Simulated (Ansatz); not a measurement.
CH3ITe, SMILES `[TeH]CI`. The species carries charge 0 and has multiplicity 1. Te, I: def2 effective core potential. The structure was optimised at the PBE0-D4/def2-TZVP level.

```xyz
6

Te   -1.294    0.369    1.066
C     0.530    0.206   -0.022
I     0.390    0.207   -2.155
H    -1.805   -1.139    0.607
H     1.043   -0.709    0.254
H     1.136    1.067    0.250
```

(1) What is the dipole moment at B3LYP/def2-TZVPP? (An estimate is asked.)

(2) And with PBE, r2SCAN, ωB97M-V? (Best estimate.)

(3) Give the Mulliken charges with B3LYP, ωB97M-V, PBE in def2-TZVPP. (An estimate is asked.)

Results:

(1) Computed: 1.25 D, with components (0.38, -0.11, 1.19) D in this frame, pointing from negative to positive charge.

(2) Computed: PBE 1.23 D, r2SCAN 1.30 D, ωB97M-V 1.21 D.

(3) The calculation gave: 
```
atom  B3LYP  ωB97M-V    PBE
 Te1   0.14     0.11   0.11
  C2  -0.44    -0.52  -0.42
  I3  -0.04    -0.02  -0.05
  H4  -0.03     0.00  -0.01
  H5   0.19     0.21   0.19
  H6   0.18     0.21   0.19
```

B3LYP here is the variant with VWN-RPA as its local correlation; programs differ in this.
